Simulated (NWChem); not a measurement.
Program: NWChem. System: ethylmethylamine (C$_{3}$H$_{9}$N), charge 0, spin multiplicity 1, at a geometry optimised with PBE/def2-SVP. Level: PBE/def2-TZVP.

The NWChem input:

```
start mol
memory heap 200 mb stack 900 mb global 1100 mb
geometry units angstroms nocenter noautoz noautosym
  C     -1.889250    -0.101562     0.254168
  C     -0.480346    -0.522900    -0.152113
  N      0.486515     0.535162     0.097551
  C      1.850589     0.184811    -0.249362
  H     -2.184407     0.829849    -0.269493
  H     -2.629405    -0.891466     0.016599
  H     -1.951625     0.092165     1.346580
  H     -0.215815    -1.491455     0.357757
  H     -0.460160    -0.751705    -1.242211
  H      0.438727     0.810632     1.086607
  H      2.537949     1.013496     0.016763
  H      1.934037     0.031762    -1.347383
  H      2.239134    -0.751508     0.235766
end
basis spherical
  * library def2-tzvp
end
dft
  xc xpbe96 cpbe96
  semidirect memsize 60000000 filesize 0
  iterations 100
end
task dft energy
```

Part of the output:

```
             Northwest Computational Chemistry Package (NWChem) 7.3.0
             --------------------------------------------------------

                                NWChem Input Module
                                -------------------

 Scaling coordinates for geometry "geometry" by  1.889725989
 (inverse scale =  0.529177249)

                             Geometry "geometry" -> ""
                             -------------------------

 Output coordinates in angstroms (scale by  1.889725989 to convert to a.u.)

  No.       Tag          Charge          X              Y              Z
 ---- ---------------- ---------- -------------- -------------- --------------
    1 C                    6.0000    -1.88925000    -0.10156200     0.25416800
    2 C                    6.0000    -0.48034600    -0.52290000    -0.15211300
    3 N                    7.0000     0.48651500     0.53516200     0.09755100
    4 C                    6.0000     1.85058900     0.18481100    -0.24936200
    5 H                    1.0000    -2.18440700     0.82984900    -0.26949300
    6 H                    1.0000    -2.62940500    -0.89146600     0.01659900
    7 H                    1.0000    -1.95162500     0.09216500     1.34658000
    8 H                    1.0000    -0.21581500    -1.49145500     0.35775700
    9 H                    1.0000    -0.46016000    -0.75170500    -1.24221100
   10 H                    1.0000     0.43872700     0.81063200     1.08660700
   11 H                    1.0000     2.53794900     1.01349600     0.01676300
   12 H                    1.0000     1.93403700     0.03176200    -1.34738300
   13 H                    1.0000     2.23913400    -0.75150800     0.23576600

 Effective nuclear repulsion energy (a.u.)     132.3137098355

            Nuclear Dipole moment (a.u.)
            ----------------------------
        X                 Y               Z
 ---------------- ---------------- ----------------
    -0.0000037795    -0.0000037795    -0.0000000000


 Summary of "ao basis" -> "" (spherical)
 ------------------------------------------------------------------------------
       Tag                 Description            Shells   Functions and Types
 ---------------- ------------------------------  ------  ---------------------
 *                         def2-tzvp                  on all atoms

  pbe96 is a nonlocal functional; adding pw91lda local functional.

                                 NWChem DFT Module
                                 -----------------

 Summary of "ao basis" -> "ao basis" (spherical)
 ------------------------------------------------------------------------------
       Tag                 Description            Shells   Functions and Types
 ---------------- ------------------------------  ------  ---------------------
 C                         def2-tzvp                11       31   5s3p2d1f
 N                         def2-tzvp                11       31   5s3p2d1f
 H                         def2-tzvp                 4        6   3s1p

 Summary of "ao basis" -> "ao basis" (spherical)
 ------------------------------------------------------------------------------
       Tag                 Description            Shells   Functions and Types
 ---------------- ------------------------------  ------  ---------------------
 C                         def2-tzvp                11       31   5s3p2d1f
 N                         def2-tzvp                11       31   5s3p2d1f
 H                         def2-tzvp                 4        6   3s1p
[...]
 ---------------- ----- ----------------- --------- --------- ---------  ------
 d= 0,ls=0.0,diis     1   -169.2073558528 -3.02D+02  1.00D+01  1.73D+01     8.1
 d= 0,ls=0.0,diis     2   -173.4182652689 -4.21D+00  5.36D-02  8.47D+00    11.8
 d= 0,ls=0.0,diis     3   -173.3920262432  2.62D-02  5.20D-02  7.17D+00    15.4
 d= 0,ls=0.0,diis     4   -174.2764511696 -8.84D-01  2.49D-03  1.85D-01    19.0
 d= 0,ls=0.0,diis     5   -174.2948191252 -1.84D-02  7.49D-04  3.21D-02    22.7
  Resetting Diis
 d= 0,ls=0.0,diis     6   -174.2989023642 -4.08D-03  1.57D-04  2.27D-03    26.4
 d= 0,ls=0.0,diis     7   -174.2991405993 -2.38D-04  1.15D-04  1.39D-04    30.1
 d= 0,ls=0.0,diis     8   -174.2991270817  1.35D-05  6.35D-05  2.49D-04    33.7
 d= 0,ls=0.0,diis     9   -174.2991583588 -3.13D-05  1.09D-05  7.76D-06    37.3
 d= 0,ls=0.0,diis    10   -174.2991592751 -9.16D-07  1.78D-06  1.30D-07    40.9

         Total DFT energy =     -174.299159275060
      One electron energy =     -495.835794422617
           Coulomb energy =      215.499281574806
    Exchange-Corr. energy =      -26.276356262778
 Nuclear repulsion energy =      132.313709835528

 Numeric. integr. density =       33.999989667456

     Total iterative time =     40.0s

                       DFT Final Molecular Orbital Analysis
                       ------------------------------------

 Vector   15  Occ=2.000000D+00  E=-3.100391D-01
              MO Center= -1.7D-01, -4.4D-02, -5.3D-03, r^2= 4.0D+00
   Bfn.  Coefficient  Atom+Function         Bfn.  Coefficient  Atom+Function
  ----- ------------  ---------------      ----- ------------  ---------------
     6      0.236617   1 C  px               37     -0.235962   2 C  px
     9      0.182358   1 C  px               40     -0.172266   2 C  px
    99     -0.165643   4 C  px              162     -0.152471  11 H  s
    68      0.148986   3 N  px               71      0.119762   3 N  px
   102     -0.120034   4 C  px              100     -0.111843   4 C  py

 Vector   16  Occ=2.000000D+00  E=-2.975566D-01
              MO Center= -7.9D-01, -2.3D-01,  2.7D-02, r^2= 3.3D+00
   Bfn.  Coefficient  Atom+Function         Bfn.  Coefficient  Atom+Function
  ----- ------------  ---------------      ----- ------------  ---------------
    39      0.216444   2 C  pz                8     -0.196028   1 C  pz
   150     -0.177783   9 H  s               138     -0.166953   7 H  s
    42      0.154226   2 C  pz               11     -0.139227   1 C  pz
   126      0.134189   5 H  s               144      0.123412   8 H  s
   149     -0.119550   9 H  s               137     -0.112946   7 H  s

 Vector   17  Occ=2.000000D+00  E=-1.827507D-01
              MO Center=  5.3D-01,  3.2D-01, -5.1D-04, r^2= 2.0D+00
   Bfn.  Coefficient  Atom+Function         Bfn.  Coefficient  Atom+Function
  ----- ------------  ---------------      ----- ------------  ---------------
    69      0.297150   3 N  py               75      0.261587   3 N  py
    72      0.253398   3 N  py               70     -0.218262   3 N  pz
   145      0.205949   8 H  s               175      0.193675  13 H  s
    73     -0.174602   3 N  pz               67      0.160672   3 N  s
    66      0.145306   3 N  s               144      0.134401   8 H  s

 Vector   18  Occ=0.000000D+00  E= 1.336570D-02
              MO Center=  7.6D-02, -7.0D-02,  6.5D-01, r^2= 7.2D+00
   Bfn.  Coefficient  Atom+Function         Bfn.  Coefficient  Atom+Function
  ----- ------------  ---------------      ----- ------------  ---------------
     5      1.879993   1 C  s                36      1.608059   2 C  s
    98      1.378149   4 C  s               145     -1.025189   8 H  s
   139     -0.997949   7 H  s               157     -1.002779  10 H  s
   151     -0.902137   9 H  s               175     -0.739977  13 H  s
   133     -0.706637   6 H  s               163     -0.693344  11 H  s

 Vector   19  Occ=0.000000D+00  E= 3.858400D-02
              MO Center=  7.8D-02, -8.8D-02,  4.5D-02, r^2= 1.1D+01
   Bfn.  Coefficient  Atom+Function         Bfn.  Coefficient  Atom+Function
  ----- ------------  ---------------      ----- ------------  ---------------
     5      4.120294   1 C  s                98     -3.497528   4 C  s
   139     -1.370730   7 H  s               169      1.372981  12 H  s
   175      1.320419  13 H  s               133     -1.270865   6 H  s
   163      1.159073  11 H  s               127     -1.116076   5 H  s
    43      1.011961   2 C  px               36     -0.745788   2 C  s

 Vector   20  Occ=0.000000D+00  E= 4.650878D-02
              MO Center=  6.6D-02, -1.2D-01, -1.7D-01, r^2= 7.4D+00
   Bfn.  Coefficient  Atom+Function         Bfn.  Coefficient  Atom+Function
  ----- ------------  ---------------      ----- ------------  ---------------
    36      2.329209   2 C  s               151     -1.694623   9 H  s
    67     -1.560790   3 N  s               157      1.300966  10 H  s
   169     -0.852287  12 H  s                98      0.842122   4 C  s
   145     -0.845593   8 H  s               133     -0.645396   6 H  s
   175     -0.394295  13 H  s               127     -0.383963   5 H  s

 center of mass
 --------------
 x =   0.00930166 y =   0.03522664 z =  -0.00636950

 moments of inertia (a.u.)
 ------------------
          82.062455179843         -55.012724631118          46.171668166011
         -55.012724631118         464.188174258167          -6.419729237437
          46.171668166011          -6.419729237437         484.880914587476

     Multipole analysis of the density
     ---------------------------------

     L   x y z        total         alpha         beta         nuclear
     -   - - -        -----         -----         ----         -------
     0   0 0 0     -0.000000    -17.000000    -17.000000     34.000000

     1   1 0 0      0.061040      0.030522      0.030522     -0.000004
     1   0 1 0     -0.189595     -0.094796     -0.094796     -0.000004
     1   0 0 1      0.249334      0.124667      0.124667     -0.000000

     2   2 0 0    -20.242797   -146.081454   -146.081454    271.920112
     2   1 1 0      0.543337    -15.545748    -15.545748     31.634833
     2   1 0 1      0.227623     14.445536     14.445536    -28.663450
     2   0 2 0    -21.927051    -29.610873    -29.610873     37.294696
     2   0 1 1      0.947955     -1.981143     -1.981143      4.910242
     2   0 0 2    -19.779545    -23.415929    -23.415929     27.052314

 Task  times  cpu:       41.0s     wall:       41.0s

 Total times  cpu:       41.0s     wall:       41.0s
```
